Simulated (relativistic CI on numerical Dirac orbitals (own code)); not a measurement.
Computed by Dirac-Coulomb-Breit CI, separate exchange-only KLI orbitals for each configuration, model QED (radiative potential, 1s self-energy scaled to tabulated hydrogen-like ionisation energies), unscaled Slater integrals (own radial code, finite nucleus).

Configurations in the expansion (outside the closed core [Ne]): 3s2 3p2, 3s 3p3, 3s2 3p 3d, 3p4, 3s 3p2 3d, 3p3 3d, 3s 3p 3d2, 3s2 3d 4p, 3p3 4s, 3s2 3p 4s, 3p3 4p, 3s 3p 3d 4s, 3s2 3p 4p, 3s2 3p 4d, 3s 3p2 4s, 3s2 3p 4f, 3p2 3d 4p, 3s 3p2 4p, 3s 3p2 4d, 3s 3p2 4f, 3s2 3p 5s, 3s2 3p 5p, 3s2 4s 4p, 3s2 3p 5d, 3s2 3p 5f, 3s2 3p 5g, 3s 3p 4s2, 3s 3p2 5s, 3s2 3d2, 3s 3d3, 3p2 3d2, 3p 3d3, 3p 3d2 4s, 3p 3d2 4p, 3p 3d2 4d, 3s2 3d 4s, 3s 3d2 4s, 3s 3p 3d 4p, 3s 3d2 4p, 3s 3d 4s 4p, 3s 3d 4p2, 3s 3d 4p 4d, 3p2 3d 4s, 3p 3d 4s2, 3p 3d 4s 4p, 3p 3d 4s 4d, 3s2 4s2, 3s 3d 4s2, 3s2 4p2, 3s 3p 4s 4p, 3s 4s2 4p, 3s 4s 4p2, 3s 4s 4p 4d. Double excitations out of closed p, d and f shells are left out; levels of such configurations are missing from the list, as are those of other unlisted configurations, and high levels can miss mixing partners. These lack a partner that the ground configuration has and come out too high: 3s 3p2 4d, 3s 3p2 4f, 3s 3p2 5s, 3s2 3p 4f, 3s2 3p 5s.

At this charge energies of transitions that change n are usually good to better than 1 %, and those within a shell (Δn = 0) to a few per cent.

Outline of the computed level scheme of As XX. Lowest level of each configuration: 3s2 3p2 3P_0 at 0.000 eV; 3s 3p3 5S°_2 at 46.147 eV; 3s2 3p 3d 1D°_2 at 75.114 eV; 3p4 3P_2 at 118.447 eV; 3s 3p2 3d 5F_1 at 122.309 eV.

Some strong electric-dipole decays among the lowest 45 levels: 3s2 3p 3d 3D°_3 → 3s2 3p2 3P_2 (9.6e+10 s⁻¹); 3s2 3p 3d 1F°_3 → 3s2 3p2 1D_2 (9.5e+10 s⁻¹); 3s2 3p 3d 1P°_1 → 3s2 3p2 1S_0 (9.2e+10 s⁻¹); 3s2 3p 3d 3D°_1 → 3s2 3p2 3P_0 (9.0e+10 s⁻¹); 3s2 3p 3d 3P°_0 → 3s2 3p2 3P_1 (8.4e+10 s⁻¹); 3s 3p2 3d 5P_3 → 3s 3p3 5S°_2 (7.8e+10 s⁻¹); 3s 3p3 3S°_1 → 3s2 3p2 3P_2 (6.3e+10 s⁻¹); 3s2 3p 3d 3D°_2 → 3s2 3p2 1D_2 (5.9e+10 s⁻¹).

LS names give the leading component of a level, which can be under half, so a name can repeat, a term be missing and a line seem to break the LS rules.
